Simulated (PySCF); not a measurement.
LDA on O⁻ (oxygen, charge -1), [He] 2s2 2p5, 2P determinant. All numbers are calculated (PySCF 2.14, no relativity, point nucleus, in aug-cc-pVDZ (4s3p2d, 23 functions)).

```
cycle= 1 E= -74.5668071604078  delta_E= 0.00169  |g|= 0.156  |ddm|= 0.386
cycle= 2 E= -74.5074389848484  delta_E= 0.0594  |g|= 0.393  |ddm|= 0.65
cycle= 3 E= -74.5790714483065  delta_E= -0.0716  |g|= 0.0252  |ddm|= 0.45
cycle= 4 E= -74.5794419959118  delta_E= -0.000371  |g|= 0.00281  |ddm|= 0.0356
cycle= 5 E= -74.5794463230039  delta_E= -4.33e-06  |g|= 0.000625  |ddm|= 0.00507
cycle= 6 E= -74.5794465102587  delta_E= -1.87e-07  |g|= 6.78e-05  |ddm|= 0.000691
cycle= 7 E= -74.5794465124691  delta_E= -2.21e-09  |g|= 6.09e-07  |ddm|= 7.64e-05
cycle= 8 E= -74.5794465124693  delta_E= -2.7e-13  |g|= 7.78e-09  |ddm|= 8.06e-07
converged SCF energy = -74.5794465124693  <S^2> = 0.75707484  2S+1 = 2.0070624
```

Highest occupied orbital energy: 2.519 eV; ⟨L²⟩ = 2.02; populations by l: s 4.00, p 5.00, d 0.00.

(1) Can this result be used?

Answers

(1) With care. The run converged. At LDA the highest occupied level has a positive energy, so only the finite basis holds that electron; in a semilocal or global hybrid functional this comes from self-interaction and does not mean that the real anion is unbound.
